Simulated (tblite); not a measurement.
Species: C8H12N2.
SMILES with atom numbers: `[CH2:1]=[CH:2][C:3]([CH:4]=[CH2:5])=[N:6]/[N:7]=[CH:8]/[CH2:9][CH3:10]` (hydrogens: H11, H12 on C1; H13 on C2; H14 on C4; H15, H16 on C5; H17 on C8; H18, H19 on C9; H20, H21, H22 on C10)

Computed geometry: GFN2-xTB, gas phase.

(1) List the bond lengths, angles and torsions at this level.

Results:

(1) 
```json
{"bond": "C1=C2", "length (bohr)": "2.512"}
{"bond": "C2–C3", "length (bohr)": "2.760"}
{"bond": "C3–C4", "length (bohr)": "2.756"}
{"bond": "C4=C5", "length (bohr)": "2.511"}
{"bond": "C3=N6", "length (bohr)": "2.428"}
{"bond": "N6–N7", "length (bohr)": "2.393"}
{"bond": "N7=C8", "length (bohr)": "2.388"}
{"bond": "C8–C9", "length (bohr)": "2.822"}
{"bond": "C9–C10", "length (bohr)": "2.890"}
{"bond": "C1–H11", "length (bohr)": "2.035"}
{"bond": "C1–H12", "length (bohr)": "2.034"}
{"bond": "C2–H13", "length (bohr)": "2.047"}
{"bond": "C4–H14", "length (bohr)": "2.045"}
{"bond": "C5–H15", "length (bohr)": "2.034"}
{"bond": "C5–H16", "length (bohr)": "2.033"}
{"bond": "C8–H17", "length (bohr)": "2.063"}
{"bond": "C9–H18, C9–H19", "length (bohr)": "2.064"}
{"bond": "C10–H20, C10–H21, C10–H22", "length (bohr)": "2.055"}
```

Bonds in one row agree within 0.02 bohr and their mean is given. A selection of angles:
```json
{"angle": "C2–C1–H11", "degrees": "121.3"}
{"angle": "C2–C1–H12", "degrees": "122.4"}
{"angle": "H11–C1–H12", "degrees": "116.3"}
{"angle": "C1–C2–C3", "degrees": "125.7"}
{"angle": "C1–C2–H13", "degrees": "119.5"}
{"angle": "C3–C2–H13", "degrees": "114.8"}
{"angle": "C2–C3–C4", "degrees": "117.6"}
{"angle": "C2–C3–N6", "degrees": "125.2"}
{"angle": "C4–C3–N6", "degrees": "117.2"}
{"angle": "C3–C4–C5", "degrees": "124.6"}
{"angle": "C3–C4–H14", "degrees": "115.3"}
{"angle": "C5–C4–H14", "degrees": "120.1"}
{"angle": "C4–C5–H15", "degrees": "120.9"}
{"angle": "C4–C5–H16", "degrees": "121.9"}
{"angle": "H15–C5–H16", "degrees": "117.2"}
{"angle": "C3–N6–N7", "degrees": "132.9"}
{"angle": "N6–N7–C8", "degrees": "133.1"}
{"angle": "N7–C8–C9", "degrees": "120.4"}
{"angle": "N7–C8–H17", "degrees": "122.3"}
{"angle": "C9–C8–H17", "degrees": "117.2"}
{"angle": "C8–C9–C10", "degrees": "110.9"}
{"angle": "C8–C9–H18", "degrees": "109.2"}
{"angle": "C10–C9–H18", "degrees": "109.0"}
{"angle": "H18–C9–H19", "degrees": "108.5"}
{"angle": "C9–C10–H20", "degrees": "110.4"}
{"angle": "C9–C10–H22", "degrees": "110.5"}
{"angle": "H20–C10–H21", "degrees": "108.6"}
{"angle": "H20–C10–H22", "degrees": "108.5"}
```

Torsions: C1–C2–C3–C4 -168° (antiperiplanar); C2–C3–C4–C5 179° (antiperiplanar); C2–C3–N6–N7 -11° (synperiplanar); C3–N6–N7–C8 108° (anticlinal); N6–N7–C8–C9 167° (antiperiplanar); N7–C8–C9–C10 -120° (anticlinal). The mirror-image conformer, all signs reversed, is as good.

The 2 C–N bonds span 1.264 Å (N7=C8, drawn double) to 1.285 Å (C3=N6, drawn double), a spread of 0.021 Å. The C–C distances run from 1.329 Å (C4=C5, drawn double) to 1.529 Å (C9–C10, drawn single), a spread of 0.200 Å. Of the pairs four or more bonds apart, N7···H12 is among the closest relative to their van der Waals radii: 2.36 Å, 86 % of the sum of Bondi's values.

Point group: C1 (no symmetry element, even within 0.4 Å). Its GFN2-xTB frequencies are all real (lowest 42 cm⁻¹). One conformer, not necessarily the lowest. 3 starts were optimised and ended at 0.00, 0.36 and 0.55 kcal/mol (GFN2-xTB); the lowest of these is shown.
